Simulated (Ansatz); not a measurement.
**What each rung costs, and what it gives**

Saddle point of BNH$_{6}$SO$_{2}$, singlet (BH₃SO₂ ([OH][B]([OH])[SH]) + NH₃ → BNH₄O₂ ([NH2][B]([OH])[OH]) + H₂S; bonds formed: S2–H5; dative contacts that become bonds: B1–N6; bonds broken: B1–S2, H5–N6), PBE0-D4/def2-TZVP structure:

```xyz
11
angstrom
B -0.2635 -0.4546 0.4756
S 1.1439 -0.1345 -1.7985
O 0.7338 -0.5013 1.4056
O -1.1373 -1.4704 0.2801
H -0.1355 0.8671 -0.9609
N -0.8210 0.8907 -0.0309
H 2.1746 0.6034 -1.3503
H 1.5203 -0.0162 1.1474
H -0.7711 -2.3181 0.5450
H -0.6411 1.6871 0.5697
H -1.8033 0.8470 -0.2827
```

Barriers are electronic and count from the start structure reached by relaxing down the imaginary mode.

Ansatz 0.2.0; basis: as named in each row; cores frozen in the correlated methods. B3LYP uses VWN-RPA correlation. Extrapolation: Hartree–Fock as exp(−7.88 √X), correlation as X^−2.97.

Times are rough, for one single point on 8 threads of a shared host (Arm Neoverse V1).

The estimate by CCSD(T) at an estimated basis limit (MP2 extrapolated from triple and quadruple zeta, plus CCSD(T) − MP2 in triple zeta) is 94.8 kJ/mol.

| method | basis | time (s) | barrier (kJ/mol) | method less estimate |
| --- | --- | --- | --- | --- |
| HF | STO-3G | under 1 | 215.2 | 120.4 |
| PBE-D4 | STO-3G | under 1 | 70.0 | -24.8 |
| SPW92 | def2-SVP | under 1 | 62.1 | -32.6 |
| B3LYP-D4 | 6-31G | under 1 | 78.8 | -16.0 |
| PBE-D4 | def2-SVP | under 1 | 66.1 | -28.7 |
| PBE0-D4 | def2-SVP | under 1 | 80.9 | -13.9 |
| SPW92 | def2-TZVPP | under 1 | 67.6 | -27.1 |
| PBE-D4 | def2-TZVPP | 1 | 71.3 | -23.5 |
| BLYP-D4 | def2-TZVPP | 2 | 67.6 | -27.2 |
| B3LYP-D4 | def2-TZVPP | 2 | 77.4 | -17.4 |
| BHLYP-D4 | def2-TZVPP | 2 | 90.0 | -4.7 |
| PBE0-D4 | def2-TZVPP | 2 | 83.1 | -11.7 |
| CAM-B3LYP-D4 | def2-TZVPP | 2 | 85.3 | -9.4 |
| wB97M-V | def2-SVP | 2 | 85.7 | -9.1 |
| r2SCAN-D4 | def2-TZVPP | 3 | 77.7 | -17.1 |
| r2SCAN0-D4 | def2-TZVPP | 3 | 85.8 | -9.0 |
| CCSD(T) | def2-SVP | 3 | 101.6 | 6.9 |
| B2PLYP | def2-TZVPP | 4 | 85.4 | -9.4 |
| PBE-QIDH | def2-TZVPP | 4 | 94.7 | -0.1 |
| RPA on PBE | def2-TZVPP | 4 | 99.4 | 4.6 |
| wB97X-V | def2-TZVPP | 4 | 95.3 | 0.5 |
| B97M-V | def2-TZVPP | 4 | 86.2 | -8.6 |
| wB97M-V | def2-TZVPP | 5 | 89.4 | -5.3 |
| MP2 | def2-QZVPP | 13 | 95.6 | 0.8 |
| CCSD(T) | def2-TZVPP | 110 | 97.7 | 3.0 |

All methods are single points on the PBE0-D4 structures.

No T1 diagnostic of these runs exceeds 0.013.

Labels in which every atom is bracketed show which atoms are joined, not bond orders.
